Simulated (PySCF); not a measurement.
C4H7BF3N.
Bonds: B1–N2, N2–C3 (triple), C3–C4, C4–C5, C5–C6, C6–F7, C6–F8, C6–F9. Hydrogens: H10, H11, H12 on B1; H13, H14 on C4; H15, H16 on C5.

Level of theory: PBE0-D3(BJ)/def2-SVP geometry optimisation, gas phase (PySCF).

Problem. Give the optimised bond lengths and angles.

Solution. 
```tsv
bond	length (Å)	order
B1–N2	1.529	single
N2≡C3	1.151	triple
C3–C4	1.451	single
C4–C5	1.529	single
C5–C6	1.509	single
C6–F7, C6–F8, C6–F9	1.334	single
B1–H10, B1–H11, B1–H12	1.223	single
C4–H13, C4–H14	1.102	single
C5–H15, C5–H16	1.099	single
```

Bonds in one row agree within 0.01 Å and their mean is given. Orders are formal, as drawn. A selection of angles:
```tsv
angle	degrees
B1–N2–C3	179.7
N2–C3–C4	178.5
C3–C4–C5	112.4
C4–C5–C6	111.1
C5–C6–F7	111.1
F7–C6–F8	108.0
```

Dihedral angles: C3–C4–C5–C6 178° (antiperiplanar); C4–C5–C6–F7 59° (synclinal). The mirror-image conformer, all signs reversed, is as good.

The 3 C–C bonds span 1.451 Å (C3–C4, drawn single) to 1.529 Å (C4–C5, drawn single), a spread of 0.078 Å. Of the pairs four or more bonds apart, F9···H13 is among the closest relative to their van der Waals radii: 2.57 Å, 96 % of the sum of Bondi's values. B1 (four-coordinate boron) is distorted tetrahedral (angles from 105.5° to 113.0°).

Whether it is a minimum is left open (no frequencies). The numbers are those of one conformer.
